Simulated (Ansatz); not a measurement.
Steps of a relaxation of CH$_{5}$FSn (`F[CH2][SnH3]`) with RKS PBE0-D4/def2-TZVP.

```sh
$ ansatz run in.yaml --threads 2 --pin off --events-out ev --progress --plain --max-ram 4352MiB
```

```yaml
crystal:
  periodic: [false, false, false]
  atoms:
    - {symbol: F, position_ang: [-1.122985, 1.430192, -0.959958]}
    - {symbol: C, position_ang: [-0.535795, 0.175528, -1.016320]}
    - {symbol: Sn, position_ang: [0.518933, -0.227891, 0.873209]}
    - {symbol: H, position_ang: [0.180765, 0.135161, -1.866558]}
    - {symbol: H, position_ang: [-1.318498, -0.597041, -1.185160]}
    - {symbol: H, position_ang: [-0.617796, -0.161222, 2.171916]}
    - {symbol: H, position_ang: [1.257375, -1.793298, 0.821932]}
    - {symbol: H, position_ang: [1.730202, 0.981371, 1.105139]}
basis:
  gaussian: {orbitals: def2-TZVP}
hamiltonian: {xc: pbe0, dispersion: d4}
relax: {f_tol: 0.005, max_steps: 150}
```

Positions (Å) and forces (eV/Å) along the path, 5 of 5 steps:

```xyz
8
step=1 energy=-9663.5397 eV
F    -1.123    1.430   -0.960    0.079   -0.247   -0.092
C    -0.536    0.176   -1.016    0.200   -0.538   -0.134
Sn    0.519   -0.228    0.873   -0.046    0.078   -0.021
H     0.181    0.135   -1.867   -0.436    0.144    0.448
H    -1.318   -0.597   -1.185    0.351    0.529    0.088
H    -0.618   -0.161    2.172    0.191   -0.026   -0.222
H     1.257   -1.793    0.822   -0.144    0.275   -0.022
H     1.730    0.981    1.105   -0.195   -0.215   -0.046
8
step=2 energy=-9663.5662 eV
F    -1.107    1.407   -0.949   -0.091    0.135   -0.055
C    -0.516    0.157   -0.993   -0.007   -0.186   -0.221
Sn    0.510   -0.209    0.873   -0.027   -0.036   -0.093
H     0.182    0.130   -1.840   -0.102    0.013    0.147
H    -1.300   -0.593   -1.168    0.125    0.123    0.048
H    -0.605   -0.165    2.144   -0.120    0.019    0.137
H     1.217   -1.746    0.784    0.104   -0.203    0.010
H     1.711    0.962    1.093    0.119    0.135    0.027
8
step=3 energy=-9663.5726 eV
F    -1.120    1.414   -0.971    0.004    0.018    0.027
C    -0.521    0.166   -0.995    0.003   -0.106   -0.103
Sn    0.513   -0.219    0.870   -0.016    0.039    0.003
H     0.179    0.134   -1.835   -0.016    0.020    0.029
H    -1.297   -0.587   -1.164    0.010    0.033    0.015
H    -0.608   -0.165    2.150   -0.015   -0.004    0.029
H     1.232   -1.766    0.795    0.002   -0.016   -0.012
H     1.715    0.966    1.094    0.027    0.016    0.011
8
step=4 energy=-9663.5731 eV
F    -1.118    1.413   -0.969    0.013   -0.037   -0.010
C    -0.521    0.160   -1.000    0.002    0.053    0.060
Sn    0.511   -0.215    0.871   -0.002   -0.003   -0.007
H     0.180    0.134   -1.837   -0.002   -0.005   -0.022
H    -1.300   -0.588   -1.165   -0.010   -0.009   -0.018
H    -0.608   -0.165    2.155   -0.001    0.003   -0.002
H     1.229   -1.764    0.790    0.002   -0.004    0.001
H     1.719    0.967    1.099   -0.002    0.002   -0.002
8
step=5 energy=-9663.5732 eV
F    -1.118    1.412   -0.969   -0.001    0.002    0.001
C    -0.521    0.161   -0.999    0.002   -0.003    0.001
Sn    0.512   -0.215    0.871    0.000    0.000    0.000
H     0.179    0.134   -1.838   -0.001    0.000    0.000
H    -1.299   -0.588   -1.166    0.000    0.000    0.000
H    -0.608   -0.165    2.155    0.000    0.000   -0.001
H     1.230   -1.764    0.791    0.000   -0.001    0.000
H     1.718    0.968    1.098   -0.001    0.000    0.000
```

Run time 11 s (2 threads of an Intel Xeon Platinum 8488C on a shared host); peak host memory 0.31 GiB.
